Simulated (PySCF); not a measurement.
BrSi (SMILES [Si]Br), doublet, geometry from GFN2-xTB; DF-SVWN5/STO-3G run with PySCF.

The PySCF input:
```python
from pyscf import gto, scf, dft

mol = gto.M(
    atom='''
Si   -0.00000000   -0.00000000   -1.67392232
Br    0.00000000    0.00000000    0.66956893
''',
    basis='sto-3g',
    spin=1,
    verbose=4,
)

mf = dft.UKS(mol)
mf.xc = 'lda,vwn'
mf = mf.density_fit(auxbasis='def2-universal-jkfit')
mf.kernel()
```

Output, abridged:

```
PySCF version 2.14.0

[INPUT] verbose = 4
[INPUT] num. atoms = 2
[INPUT] num. electrons = 49
[INPUT] charge = 0
[INPUT] spin (= nelec alpha-beta = 2S) = 1
[INPUT] symmetry False subgroup None
[INPUT] Mole.unit = angstrom
[INPUT] Symbol           X                Y                Z      unit          X                Y                Z       unit  Magmom
[INPUT]  1 Si     0.000000000000   0.000000000000  -1.673922320000 AA    0.000000000000   0.000000000000  -3.163254738597 Bohr   0.0
[INPUT]  2 Br     0.000000000000   0.000000000000   0.669568930000 AA    0.000000000000   0.000000000000   1.265301899218 Bohr   0.0

nuclear repulsion = 110.645530829612
number of shells = 13
number of NR pGTOs = 81
number of NR cGTOs = 27
basis = sto-3g
ecp = {}

******** <class 'pyscf.df.df_jk.DFUKS'> ********
method = DFUKS
initial guess = minao
damping factor = 0
level_shift factor = 0
DIIS = <class 'pyscf.scf.diis.CDIIS'>
diis_start_cycle = 1
diis_space = 8
diis_damp = 0
SCF conv_tol = 1e-09
SCF conv_tol_grad = None
SCF max_cycles = 50
direct_scf = False
number electrons alpha = 25  beta = 24
XC library pyscf.dft.libxc version 7.1.2
    S. Lehtola, C. Steigemann, M. J. T. Oliveira, and M. A. L. Marques,  SoftwareX 7, 1–5 (2018)
XC functionals = lda,vwn
    P. A. M. Dirac,  Math. Proc. Cambridge Philos. Soc. 26, 376 (1930)
    F. Bloch,  Z. Phys. 57, 545 (1929)
    S. H. Vosko, L. Wilk, and M. Nusair,  Can. J. Phys. 58, 1200 (1980)
radial grids:
    Treutler-Ahlrichs [JCP 102, 346 (1995); DOI:10.1063/1.469408] (M4) radial grids

becke partition: Becke, JCP 88, 2547 (1988); DOI:10.1063/1.454033
pruning grids: <function nwchem_prune>
grids dens level: 3
symmetrized grids: False
atomic radii adjust function: <function treutler_atomic_radii_adjust>
small_rho_cutoff = 0
Set gradient conv threshold to 3.16228e-05
tot grids = 39608
init E= -2823.54725304486

cycle= 1 E= -2827.01527559812  delta_E= -3.47  |g|= 0.234  |ddm|= 1.48
cycle= 2 E= -2824.70884808653  delta_E= 2.31  |g|= 1.37  |ddm|= 3.13
cycle= 3 E= -2827.10937795004  delta_E= -2.4  |g|= 0.117  |ddm|= 2.35
cycle= 4 E= -2827.12364385405  delta_E= -0.0143  |g|= 0.0441  |ddm|=  1.8
cycle= 5 E= -2827.12560189283  delta_E= -0.00196  |g|= 0.0208  |ddm|= 1.79
cycle= 6 E= -2827.12609936724  delta_E= -0.000497  |g|= 0.00903  |ddm|= 1.78
cycle= 7 E= -2827.12625089842  delta_E= -0.000152  |g|= 0.00621  |ddm|= 0.0207
cycle= 8 E= -2827.12625093479  delta_E= -3.64e-08  |g|= 0.00621  |ddm|= 6.74e-06
cycle= 9 E= -2827.12594688473  delta_E= 0.000304  |g|= 0.0103  |ddm|= 1.78
cycle= 10 E= -2827.12615631515  delta_E= -0.000209  |g|= 0.0077  |ddm|= 0.0846
cycle= 11 E= -2827.12620146611  delta_E= -4.52e-05  |g|= 0.00703  |ddm|= 0.119
cycle= 12 E= -2827.12620421768  delta_E= -2.75e-06  |g|= 0.00698  |ddm|= 1.78
cycle= 13 E= -2827.12610480422  delta_E= 9.94e-05  |g|= 0.00841  |ddm|= 0.0402
cycle= 14 E= -2827.12603997808  delta_E= 6.48e-05  |g|= 0.00923  |ddm|= 0.00753
cycle= 15 E= -2827.12602885013  delta_E= 1.11e-05  |g|= 0.00936  |ddm|= 0.00194

cycle= 16 E= -2827.12165276971  delta_E= 0.00438  |g|= 0.0357  |ddm|= 0.189
cycle= 17 E= -2827.12604753954  delta_E= -0.00439  |g|= 0.00915  |ddm|= 0.191
cycle= 18 E= -2827.1259462343  delta_E= 0.000101  |g|= 0.0103  |ddm|= 1.78

cycle= 19 E= -2827.11053620602  delta_E= 0.0154  |g|= 0.075  |ddm|= 0.372
cycle= 20 E= -2827.125869282  delta_E= -0.0153  |g|= 0.0111  |ddm|= 0.365

cycle= 21 E= -2827.12410634637  delta_E= 0.00176  |g|= 0.0235  |ddm|= 1.79

cycle= 22 E= -2827.12434698892  delta_E= -0.000241  |g|= 0.0221  |ddm|= 0.0101
cycle= 23 E= -2827.12513590418  delta_E= -0.000789  |g|= 0.0171  |ddm|= 0.038
cycle= 24 E= -2827.1262090249  delta_E= -0.00107  |g|= 0.00692  |ddm|= 0.0951
cycle= 25 E= -2827.12606724277  delta_E= 0.000142  |g|= 0.0089  |ddm|= 1.78
cycle= 26 E= -2827.12609983063  delta_E= -3.26e-05  |g|= 0.0085  |ddm|= 0.0401
cycle= 27 E= -2827.12622129222  delta_E= -0.000121  |g|= 0.00674  |ddm|= 1.78
cycle= 28 E= -2827.12614051066  delta_E= 8.08e-05  |g|= 0.00794  |ddm|= 1.78

cycle= 29 E= -2827.12056717075  delta_E= 0.00557  |g|= 0.0404  |ddm|=  1.8

cycle= 30 E= -2827.12295422331  delta_E= -0.00239  |g|= 0.0296  |ddm|= 0.0647

cycle= 31 E= -2827.12225524121  delta_E= 0.000699  |g|= 0.0329  |ddm|= 0.0219

cycle= 32 E= -2827.12380489932  delta_E= -0.00155  |g|= 0.0252  |ddm|= 0.0504
cycle= 33 E= -2827.12599833441  delta_E= -0.00219  |g|= 0.00973  |ddm|= 1.79
cycle= 34 E= -2827.12587535756  delta_E= 0.000123  |g|= 0.011  |ddm|= 0.023
cycle= 35 E= -2827.12582370367  delta_E= 5.17e-05  |g|= 0.0115  |ddm|= 0.00637
cycle= 36 E= -2827.12596683389  delta_E= -0.000143  |g|= 0.0101  |ddm|= 1.78
cycle= 37 E= -2827.12596289916  delta_E= 3.93e-06  |g|= 0.0101  |ddm|= 1.78
cycle= 38 E= -2827.12614723913  delta_E= -0.000184  |g|= 0.00783  |ddm|= 0.033
cycle= 39 E= -2827.12607852741  delta_E= 6.87e-05  |g|= 0.00875  |ddm|= 1.78
cycle= 40 E= -2827.12577291376  delta_E= 0.000306  |g|= 0.012  |ddm|= 1.78
cycle= 41 E= -2827.12564709657  delta_E= 0.000126  |g|= 0.0132  |ddm|= 0.0221
cycle= 42 E= -2827.12600345356  delta_E= -0.000356  |g|= 0.00966  |ddm|= 0.107
cycle= 43 E= -2827.1256860237  delta_E= 0.000317  |g|= 0.0128  |ddm|= 0.0749
cycle= 44 E= -2827.12570812914  delta_E= -2.21e-05  |g|= 0.0126  |ddm|= 0.0502
cycle= 45 E= -2827.12607209949  delta_E= -0.000364  |g|= 0.00884  |ddm|= 1.75
cycle= 46 E= -2827.12600869995  delta_E= 6.34e-05  |g|= 0.0096  |ddm|= 0.286
cycle= 47 E= -2827.12616174766  delta_E= -0.000153  |g|= 0.00763  |ddm|= 1.66
cycle= 48 E= -2827.12614562331  delta_E= 1.61e-05  |g|= 0.00787  |ddm|= 0.814
cycle= 49 E= -2827.12621660957  delta_E= -7.1e-05  |g|= 0.00681  |ddm|= 0.291
cycle= 50 E= -2827.12615838883  delta_E= 5.82e-05  |g|= 0.0077  |ddm|= 0.136
SCF not converged.
SCF energy = -2827.12615838883 after 50 cycles  <S^2> = 0.75582403  2S+1 = 2.0058156
```

Convergence was not reached.
